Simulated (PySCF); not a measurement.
A structure optimised at PBE-D3(BJ)/def2-SVP, used in a PySCF frequency run:

```
Ga
O 1 1.8126
H 2 0.9748 1 113.52
P 1 2.3337 2 111.75 3 175.63
H 4 1.4411 1 91.16 2 47.25
H 4 1.4418 5 93.34 1 -92.57
P 1 2.3491 2 120.27 3 4.11
H 7 1.4414 1 91.58 2 -138.61
H 7 1.4426 8 92.99 1 -92.49
```

Q: Write its SMILES and formula.

A: [OH][Ga]([PH2])[PH2], GaH₅OP₂

Q: What are its rotational constants (standard atomic weights)?

A: 4.0043, 1.6975, 1.2140 GHz
